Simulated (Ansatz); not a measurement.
Reactions of C2H7ClO2SSi (`CO[Si](S)(Cl)OC`).

Isolated molecules relaxed with PBE0-D4/def2-TZVP in Ansatz; ΔE leaves out vibrations. CCSD(T)/CBS is the MP2 limit (def2-TZVPP, def2-QZVPP) plus CCSD(T) − MP2 in def2-TZVPP, frozen cores. This one scheme is used for every species, atoms too. Functionals use def2-TZVPP. Open shells (•) are unrestricted, without spin–orbit coupling. Spin–orbit coupling would lower the free atoms: a little for C, Cl, O, S, Si. Bonds to Ge are less sure, by a few kJ/mol each and by 10 to 20 or more in all where they break to atoms, as the def2 sets lack core-valence functions. Scalar relativity is left out up to krypton. One conformer a species, not always the lowest.

| reaction | CCSD(T)/CBS(def2) (eV) |
| --- | --- |
| `CO[Si](S)(Cl)OC` → 2 C• + Cl• + 7 H• + 2 O• + S• + Si• | 55.39 |
| `CO[Si](S)(Cl)OC` + `[OH][GeH2][SiH](O)Cl` → `CO[Si](S)(Cl)Cl` + `CO[SiH](O)[GeH2][OH]` | ? |
| `CO[Si](S)(Cl)OC` + HCl → `CO[Si](S)(Cl)Cl` + CH₃OH | 0.20 |
| `CO[Si](S)(Cl)OC` + `CCNC` → `CCN(C)[Si](Cl)(OC)OC` + H₂S | -0.10 |
| `CO[Si](S)(Cl)OC` + H₂ → `CO[SiH](S)Cl` + CH₃OH | 1.05 |

Q: Fill in the missing values. (An estimate is asked.)

A: Ansatz gave: `CO[Si](S)(Cl)OC` + `[OH][GeH2][SiH](O)Cl` → `CO[Si](S)(Cl)Cl` + `CO[SiH](O)[GeH2][OH]`: +0.16 eV.

Largest T1 diagnostic: 0.012, for `CO[SiH](O)[GeH2][OH]`.
